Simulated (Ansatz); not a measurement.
Consider the formal hydrolysis of a C–Ga bond: `N#[C][Ga]([F])[F]` + H₂O → `N#CO` + `[F][GaH][F]`.

Computed with Ansatz on PBE0-D4/def2-TZVP structures; ΔE is electronic, products minus reactants. CBS: MP2 limit from def2 TZ/QZ plus the TZ coupled-cluster correction, frozen cores. This one scheme is used for every species. Functionals use def2-TZVPP. For Ga outer-core shells are correlated without core-valence functions, which leaves a few kJ/mol of doubt a bond. Scalar relativity is left out up to krypton. One conformer a species, not always the lowest.

Problem. Is it downhill or uphill in electronic energy at CCSD(T)/CBS, and by how much? (An estimate is asked.)

Solution. Ansatz gave: Uphill: ΔE = +26.9 kcal/mol.

Problem. What do these levels give: r2SCAN0-D4, revPBE, RPA@PBE/def2-TZVPP, SCS-MP2/def2-TZVPP, SCS-MP2/def2-QZVPP, CCSD/CBS(def2)? (Best estimate.)

Solution. The calculation gave: r2SCAN0-D4 21.5, revPBE 19.1, RPA@PBE/def2-TZVPP 26.5, SCS-MP2/def2-TZVPP 27.7, SCS-MP2/def2-QZVPP 27.7, CCSD/CBS(def2) 26.8 kcal/mol.

Problem. What do rigid-rotor, harmonic-oscillator terms from PBE0-D4/def2-TZVP frequencies (298.15 K, 1 bar) make of the CCSD(T)/CBS value? (An estimate is asked.)

Solution. The calculation gave: ΔZPE = -0.6 kcal/mol, ΔH = +25.3 kcal/mol, ΔS = 2 J/(mol·K), ΔG = +25.2 kcal/mol.

Largest T1 diagnostic among the species: 0.015.

From BLYP to BHLYP (50 % exact exchange), in def2-TZVPP and without D4, ΔE moves by +2.7 kcal/mol. In def2-TZVPP, CCSD(T) changes the Hartree–Fock value by +2.8 kcal/mol (the triples alone add +0.0 kcal/mol) and MP2 by +4.0 kcal/mol.
